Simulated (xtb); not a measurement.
A geometry relaxed with GFN2-xTB (xtb 6.7.1), charge 0, multiplicity 1:

```xyz
7

H     -1.1702     0.6610    -0.6539
H      1.3899     1.1248    -0.1554
H     -1.0016     0.1316     0.9953
H      1.5761    -0.8641     0.1437
H     -1.0266    -1.0589    -0.2806
C     -0.6630    -0.0668    -0.0243
B      0.8954     0.0724    -0.0248
```

Write the SMILES of this molecule.

`BC`
